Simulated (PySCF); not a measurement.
A side-by-side comparison of computed properties.

First species: C7H11FO.
InChI=1S/C7H11FO/c8-7(9)6-4-2-1-3-5-6/h6H,1-5H2

Second species: Te(SiH3)2.
SMILES: `[SiH3][Te][SiH3]`

Levels: CAM-B3LYP/def2-SVPD for HOMO energy, LUMO energy, HOMO–LUMO gap and static isotropic polarisability; TDDFT CAM-B3LYP/def2-SVPD for lowest singlet excitation; TDA CAM-B3LYP/def2-SVPD for lowest triplet excitation (Tamm–Dancoff); ΔSCF CAM-B3LYP/def2-SVPD for vertical ionisation energy. Geometries: PBE0-D3(BJ)/def2-SVP. All species are isolated and taken at one optimised geometry (atoms past krypton carry core potentials, spin–orbit coupling is left out). Electronic properties by PySCF.

**Question.** Which of the two has the higher T1 energy, and by how much?

**Answer.** The first: 5.39 eV against 3.95 eV, a difference of 1.44 eV.

**Question.** Which has the higher LUMO energy?

**Answer.** The first: 0.58 eV against 0.04 eV, a difference of 0.54 eV.

**Question.** Which has the higher HOMO energy?

**Answer.** The second: -7.64 eV against -10.16 eV, a difference of 2.52 eV.

**Question.** Which of the two has the higher HOMO–LUMO gap, and by how much?

**Answer.** The first: 10.74 eV against 7.68 eV, a difference of 3.06 eV.

**Question.** Which of the two has the higher S1 energy, and by how much?

**Answer.** The first: 5.97 eV against 4.29 eV, a difference of 1.68 eV.

**Question.** Which of the two has the higher vertical ionisation energy, and by how much?

**Answer.** The first: 11.04 eV against 8.43 eV, a difference of 2.61 eV.

**Question.** Which has the higher static isotropic polarisability?

**Answer.** The second: 102.0 au against 81.2 au, a difference of 20.8 au.

On the first: S1 lies 4.77 eV below the HOMO–LUMO gap; its leading configuration is HOMO→LUMO, weight 0.59. In wavenumbers S1 is 48200 cm⁻¹ (1 eV = 8065.54 cm⁻¹).

On the second: The polarisability is 15.12 Å³ as a volume (1 au = 0.148185 Å³). The vertical singlet–triplet gap S1 − T1 is 0.34 eV (TDDFT singlet less Tamm–Dancoff triplet; S1: HOMO→LUMO, weight 0.94; T1: HOMO→LUMO, weight 0.92). Atoms past krypton carry effective core potentials; spin–orbit coupling is left out.

One conformer stands for the species.
